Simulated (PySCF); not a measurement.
# Orbital levels and atomic charges

System: [C8F17O3S]- (anion), SMILES O=S(=O)([O-])C(F)(F)C(F)(F)C(F)(F)C(F)(F)C(F)(F)C(F)(F)C(F)(F)C(F)(F)F.

Cartesian coordinates (Å):
```
  1 O     3.124    0.082   -2.739
  2 S     3.413    1.124   -1.788
  3 O     2.358    2.077   -1.550
  4 O     4.753    1.645   -1.810
  5 C     3.386    0.141   -0.144
  6 F     3.964    0.869    0.841
  7 F     4.119   -0.992   -0.254
  8 C     1.970   -0.212    0.296
  9 F     1.302    0.891    0.673
 10 F     1.974   -1.010    1.415
 11 C     1.144   -0.948   -0.794
 12 F     1.883   -1.887   -1.402
 13 F     0.682   -0.100   -1.718
 14 C    -0.107   -1.719   -0.239
 15 F    -0.710   -2.328   -1.281
 16 F     0.284   -2.711    0.582
 17 C    -1.212   -0.917    0.517
 18 F    -2.160   -1.821    0.866
 19 F    -0.739   -0.420    1.669
 20 C    -1.910    0.232   -0.273
 21 F    -1.130    1.314   -0.322
 22 F    -2.161   -0.155   -1.535
 23 C    -3.278    0.668    0.352
 24 F    -3.731    1.716   -0.359
 25 F    -4.192   -0.310    0.215
 26 C    -3.245    1.094    1.852
 27 F    -2.232    1.898    2.128
 28 F    -4.371    1.742    2.147
 29 F    -3.179    0.036    2.654
```

Method: PBE0/def2-SVP, gas phase, PySCF, fitting set def2-universal-JFIT up to Ne and JKFIT beyond, grid level 1.

Question: Give the orbital energies near the gap.

Answer: 
```
orbital     eV
 HOMO-4  -5.25
 HOMO-3  -4.43
 HOMO-2  -4.41
 HOMO-1  -3.76
   HOMO  -3.00
   LUMO   2.86
 LUMO+1   2.95
 LUMO+2   3.99
 LUMO+3   4.10
```

Question: Give the partial charges of the non-hydrogen atoms.

Answer: 
```tsv
atom	Mulliken	IAO	Hirshfeld
O1	-0.52	-0.94	-0.39
S2	0.88	2.20	0.43
O3	-0.53	-0.94	-0.40
O4	-0.52	-0.93	-0.39
C5	0.29	0.28	0.10
F6	-0.21	-0.28	-0.11
F7	-0.21	-0.29	-0.11
C8	0.34	0.50	0.13
F9	-0.18	-0.26	-0.08
F10	-0.23	-0.30	-0.11
C11	0.31	0.52	0.14
F12	-0.17	-0.25	-0.07
F13	-0.15	-0.25	-0.06
C14	0.37	0.52	0.14
F15	-0.19	-0.27	-0.09
F16	-0.18	-0.26	-0.08
C17	0.29	0.50	0.14
F18	-0.20	-0.27	-0.09
F19	-0.17	-0.26	-0.07
C20	0.35	0.52	0.14
F21	-0.15	-0.24	-0.06
F22	-0.17	-0.26	-0.07
C23	0.28	0.50	0.13
F24	-0.18	-0.26	-0.08
F25	-0.19	-0.26	-0.08
C26	0.54	0.78	0.23
F27	-0.14	-0.25	-0.07
F28	-0.17	-0.27	-0.09
F29	-0.16	-0.26	-0.08
```
